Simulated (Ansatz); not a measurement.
Relaxation of C3H11AlOSi (17 atoms, charge 0, multiplicity 1), to a largest force component of 0.02 eV/Å in at most 40 steps.

Computed with RKS PBE-D4/STO-3G in Ansatz.

```xyz
17
Properties=species:S:1:pos:R:3:forces:R:3
C -2.032 -2.205 -1.207 -0.15 2.81 1.34
Al -0.971 -2.158 0.429 -0.42 -1.11 0.68
C 0.303 -0.681 0.719 1.54 -3.91 1.48
O -0.295 0.543 0.760 -3.70 3.09 0.02
Si 0.765 1.819 0.957 -0.32 2.40 0.85
C 1.484 2.325 -0.680 0.58 0.80 0.33
H -1.851 -3.081 -1.796 -0.01 -0.93 -0.90
H -3.115 -2.109 -0.947 0.42 -0.54 -0.20
H -1.826 -1.255 -1.793 0.02 -1.22 0.19
H -1.120 -3.321 1.531 0.19 1.20 -1.14
H 1.050 -0.718 -0.092 0.99 -0.50 -0.45
H 0.859 -0.879 1.721 -0.06 -0.18 -1.14
H 1.796 1.460 1.876 0.79 -0.25 0.52
H 0.036 2.998 1.561 0.33 -1.00 -0.56
H 0.663 2.582 -1.365 0.18 0.19 -0.25
H 2.049 1.486 -1.088 0.27 -0.21 -0.44
H 2.185 3.196 -0.544 -0.64 -0.63 -0.34
```

Where does it end, and by what steps?

The run converged. Limits of this set-up: minimal basis. After 31 steps the energy has fallen by 1.490 eV; H10 moved furthest, 1.94 Å. Joined: Al2–O4.

```csv
step,energy less start (eV),largest force component (eV/Å),accepted
0,0.0000,3.905,yes
2,-0.6924,0.654,yes
4,-0.7235,0.189,yes
6,-0.7293,0.026,yes
8,-0.7316,0.051,yes
10,-0.7335,0.081,yes
12,-0.7470,0.348,yes
14,-1.0392,0.635,yes
16,-1.3689,0.760,yes
18,-1.4223,0.099,yes
20,-1.4358,0.170,yes
22,-1.4525,0.210,yes
24,-1.4722,0.219,yes
26,-1.4849,0.124,yes
28,-1.4894,0.048,yes
30,-1.4901,0.022,yes
31,-1.4902,0.013,yes
```

```xyz
17
Properties=species:S:1:pos:R:3
C -2.175 -2.197 -0.783
Al -0.863 -1.510 0.442
C 0.872 -1.050 -0.196
O -0.160 0.121 -0.196
Si 0.314 1.497 0.775
C 1.690 2.413 -0.111
H -2.291 -3.291 -0.687
H -3.175 -1.763 -0.613
H -1.915 -1.998 -1.837
H -1.092 -1.425 1.933
H 1.222 -1.168 -1.244
H 1.746 -0.808 0.447
H 0.759 1.054 2.095
H -0.896 2.300 0.892
H 1.364 2.769 -1.101
H 2.572 1.766 -0.255
H 2.008 3.290 0.478
```

Whether the end is a true minimum wasn't checked by a vibrational analysis.

The run took 110 s on 1 thread of Arm Neoverse V1, on a shared host, peak memory 0.14 GiB.
